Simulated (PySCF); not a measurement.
# Electron correlation in Pt (platinum, neutral)

Starting occupation: [Xe] 4f14 5d9 6s1, 5d3/2 with m_j = -3/2, -1/2, +1/2, +3/2, 5d5/2 with m_j = -3/2, -1/2, +1/2, +3/2, +5/2, 6s1/2 with m_j = +1/2. Computed with PySCF 2.14 in x2c-TZVPall-2c (11s11p10d2f, 108 functions), with X2C-1e with screened-nucleus spin-orbit coupling, Gaussian nucleus. Frozen: [Kr] 4d10 4f14; 18 electrons correlated; the 34 highest virtual spinors left out.

MP2 pair energies summed by pair of shells (mhartree):

```
       pair   energy  share (%)
5d3/2-5d5/2  -102.61       25.6
5d5/2-5d5/2   -55.48       13.8
5d5/2-5p3/2   -41.57       10.4
5d3/2-5d3/2   -34.01        8.5
5d3/2-5p3/2   -32.53        8.1
5d5/2-6s1/2   -23.62        5.9
5p3/2-5p3/2   -15.78        3.9
5d3/2-6s1/2   -15.52        3.9
5d5/2-5p1/2   -13.80        3.4
5p1/2-5p3/2   -13.47        3.4
5d3/2-5p1/2   -11.54        2.9
5p3/2-5s1/2    -9.67        2.4
5d5/2-5s1/2    -7.94        2.0
5d3/2-5s1/2    -6.61        1.6
5p3/2-6s1/2    -5.16        1.3
5p1/2-5s1/2    -4.42        1.1
5p1/2-5p1/2    -3.23        0.8
5s1/2-5s1/2    -2.68        0.7
5p1/2-6s1/2    -1.37        0.3
5s1/2-6s1/2    -0.45        0.1
```

Total MP2 correlation energy: -401.46 mhartree.

This basis was not built for core-valence correlation, so the inner-shell part is incomplete.
